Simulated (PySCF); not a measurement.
An unknown shows these calculated signals:

$^{1}$H NMR (400 MHz, computed): δ 5.23 (s, 2H), 3.88 (s, 3H), 2.30 (q, 2H), 1.10 (t, 3H).

$^{13}$C{$^{1}$H} NMR (computed): δ 167.3 (C), 86.5 (C), 54.0 (CH3), 22.3 (CH2), 18.4 (CH3).

- GIAO PBE0/pcSseg-1 shieldings
- GFN2-xTB geometry
- run in PySCF 2.14.0 with density-fitted response routines
- rapidly exchanging positions averaged, one conformer, in vacuum, relativity neglected

δ = σ(ref) − σ, references computed at the same level: $^{1}$H (σ = 31.72 ppm), $^{13}$C (σ = 186.93 ppm) against TMS.

**Question.** Which of these does the molecule contain: a Si–H bond, a three-membered ring, a (CH3)2CH unit, a CH3CH2 unit, a nitrile, a non-aromatic C=C double bond?

**Answer.** 
- A Si–H bond: yes (δH 5.23 (s)).
- A three-membered ring: no.
- A (CH3)2CH unit: no.
- A CH3CH2 unit: yes (δC 18.4, 22.3; δH 1.10 (t), 2.30 (q)).
- A nitrile: no.
- A non-aromatic C=C double bond: yes.

The data belong to SMILES CCC([SiH2]OC)=C(F)F, C$_{5}$H$_{10}$F$_{2}$OSi; they needn't prove each group on their own.

Carbon signals by region: 1 in the far downfield region (above 160 ppm), 2 at 50–100 ppm, 2 below 50 ppm. Above 160 ppm: 167.3, fully substituted alkene carbon.

Splittings by $^{19}$F in the carbon and heteronuclear signals aren't shown, as no couplings were computed. Shifts are as computed. Against solution values, carbons near 30 ppm lie about +3 ppm off and those near 130 ppm about +5 ppm. Of 1211 compounds with measured shifts, 218 miss one by over three times the rms of a fit or turn the order of signals round; such compounds aren't used in these exercises. No couplings were computed; multiplicities are counted from neighbouring protons, with m where these are inequivalent, close in shift, in a saturated or five-membered ring or joined by F or P, and br s for small geminal =CH2 splittings.
